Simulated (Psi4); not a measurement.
CH₄AlF₂N (SMILES C[NH][Al]([F])[F]), singlet, at a GFN2-xTB geometry (such geometries of metal compounds can be far from the true shape); Psi4 with DLPNO-MP2/def2-SVP.

Input for Psi4:
```
memory 2 GB

molecule {
0 1
Al    0.21365704    0.38779244    0.31759625
F     1.60612922    0.96547374    0.97191782
F    -1.18379662    1.18332346    0.65944486
N     0.22107563   -1.04534508   -0.72167103
C    -0.92225956   -1.67384830   -1.37086379
H     1.08665733   -1.52633535   -0.92487280
H    -1.04908301   -2.70628264   -1.03382730
H    -0.80876905   -1.67198902   -2.45839076
H    -1.82131223   -1.11536418   -1.11704453
}

set {
  basis def2-svp
  freeze_core true
}

energy('dlpno-mp2')
print_variables()
```

The log (banner, timings and long lists left out):

```
    SCF Algorithm Type (re)set to DF.

   => Loading Basis Set <=

    Name: DEF2-SVP
    Role: ORBITAL
    Keyword: BASIS

         ---------------------------------------------------------
                                   SCF
               by Justin Turney, Rob Parrish, Andy Simmonett
                          and Daniel G. A. Smith
                              RHF Reference
         ---------------------------------------------------------

  ==> Geometry <==

    Molecular point group: c1
    Full point group: C1

    Geometry (in Angstrom), charge = 0, multiplicity = 1:

       Center              X                  Y                   Z               Mass
    ------------   -----------------  -----------------  -----------------  -----------------
         AL           0.179932387432     0.287933963400     0.239405635765    26.981538530000
         F            1.572404567432     0.865615263400     0.893727205765    18.998403162730
         F           -1.217521272568     1.083464983400     0.581254245765    18.998403162730
         N            0.187350977432    -1.145203556600    -0.799861644235    14.003074004430
         C           -0.955984212568    -1.773706776600    -1.449054404235    12.000000000000
         H            1.052932677432    -1.626193826600    -1.003063414235     1.007825032230
         H           -1.082807662568    -2.806141116600    -1.112017914235     1.007825032230
         H           -0.842493702568    -1.771847496600    -2.536581374235     1.007825032230
         H           -1.855036882568    -1.215222656600    -1.195235144235     1.007825032230

  Running in c1 symmetry.

  Rotational constants: A =      0.20940  B =      0.08750  C =      0.06244 [cm^-1]
  Rotational constants: A =   6277.74660  B =   2623.12307  C =   1871.87985 [MHz]
  Nuclear repulsion =  223.667071787548707

  Charge       = 0
  Multiplicity = 1
  Electrons    = 48
  Nalpha       = 24
  Nbeta        = 24

  ==> Algorithm <==

  SCF Algorithm Type is DF.
  DIIS enabled.
  MOM disabled.
  Fractional occupation disabled.
  Guess Type is SAD.
  Energy threshold   = 1.00e-08
  Density threshold  = 1.00e-08
  Integral threshold = 1.00e-12

  ==> Primary Basis <==

  Basis Set: DEF2-SVP
    Blend: DEF2-SVP
    Number of shells: 44
    Number of basis functions: 94
    Number of Cartesian functions: 99
    Spherical Harmonics?: true
    Max angular momentum: 2

   => Loading Basis Set <=

    Name: (DEF2-SVP AUX)
    Role: JKFIT
[...]
  @DF-RHF Final Energy:  -535.31790237614825
    Total Energy =                       -535.3179023761481403
[...]

    Boys Localizer converged.

  ==> Forming Local MO Domains <==

    Auxiliary BFs per Local MO:
      Average =  150 AUX BFs (3 atoms)
      Min     =  110 AUX BFs (2 atoms)
      Max     =  248 AUX BFs (7 atoms)

    Projected AOs per Local MO:
      Average =   77 PAOs (6 atoms)
      Min     =   65 PAOs (5 atoms)
      Max     =   94 PAOs (9 atoms)

    Local MOs per Local MO:
      Average =   15 LMOs
      Min     =   15 LMOs
      Max     =   15 LMOs

    Screened 0 of 225 LMO pairs (0.00 %)
             0 pairs met overlap criteria
             15 pairs met energy criteria

    Screened LMO pair energy =  0.000000000000

  ==> Merging LMO Domains into LMO Pair Domains <==

    Auxiliary BFs per Local MO pair:
      Average =  213 AUX BFs (5 atoms)
      Min     =  110 AUX BFs (2 atoms)
      Max     =  296 AUX BFs (8 atoms)

    Local MOs per Local MO pair:
      Average =   15 LMOs
      Min     =   15 LMOs
      Max     =   15 LMOs

    Projected AOs per Local MO pair:
      Average =   88 PAOs (8 atoms)
      Min     =   65 PAOs (5 atoms)
      Max     =   94 PAOs (9 atoms)

    Coefficient sparsity in AO -> LMO transform:   0.00 %
    Coefficient sparsity in AO -> PAO transform:   0.00 %
    Coefficient sparsity in combined transforms:   0.00 %

    Storing transformed LMO/PAO integrals in sparse format.

  ==> Transforming 3-Index Integrals to LMO/PAO basis <==

  ==> Forming Pair Natural Orbitals <==

    Natural Orbitals per Local MO pair:
      Avg:  23 NOs
      Min:   8 NOs
      Max:  44 NOs

    PNO truncation energy = -0.000038095608

  ==> Local MP2 <==

    E_CONVERGENCE = 1.00e-06
    R_CONVERGENCE = 1.00e-06

                     Corr. Energy    Delta E     Max R
  @LMP2 iter   0:  -0.734618980893 -7.346e-01  1.234e-03
  @LMP2 iter   1:  -0.742357122752 -7.738e-03  3.555e-04
  @LMP2 iter   2:  -0.742657864632 -3.007e-04  7.783e-05
  @LMP2 iter   3:  -0.742681853544 -2.399e-05  2.039e-05
  @LMP2 iter   4:  -0.742683057631 -1.204e-06  3.000e-06
  @LMP2 iter   5:  -0.742683095846 -3.822e-08  7.002e-07

  Total DLPNO-MP2 Correlation Energy:  -0.742721191455
    MP2 Correlation Energy:            -0.742683095846
    LMO Truncation Correction:          0.000000000000
    PNO Truncation Correction:         -0.000038095608

  Variable Map:
  ----------------------------------------------------------------------------
[...]
  Array Variable Map:
  ----------------------------------------------------------------------------
[...]
[...]
```
